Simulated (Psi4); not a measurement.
**Nuclear repulsion and electron count by hand**

System: BFO, triplet, at a GFN2-xTB geometry (a higher spin typed on purpose: for a closed-shell molecule this is an excited state). Level: B3LYP/def2-SVP (Psi4 1.11). Sums are taken with unrounded values, so a last digit can differ.

Coordinates (Å):

```
atom         x         y         z
----  --------  --------  --------
F1    -0.99622   0.24725   0.11745
B2     0.04268  -0.54682  -0.35214
O3     1.09407   0.06361   0.08795
```

Task: Work out the nuclear repulsion energy and the numbers of alpha and beta electrons.

Result: In atomic units each pair adds Z_i Z_j / r_ij, with r in bohr (1 bohr = 0.529177 Å).
| pair | r (Å) | r (bohr) | Z_i Z_j | term (Eh) |
|---|---|---|---|---|
| F1-B2 | 1.3894 | 2.6255 | 45 | 17.1393 |
| F1-O3 | 2.0985 | 3.9657 | 72 | 18.1558 |
| B2-O3 | 1.2930 | 2.4433 | 40 | 16.3711 |
The sum is 51.6663 Eh; Psi4 gives 51.6663 Eh. The atomic numbers add up to 22, so at charge +0 there are 22 electrons; multiplicity 3 means 2 unpaired, so 12 alpha and 10 beta.
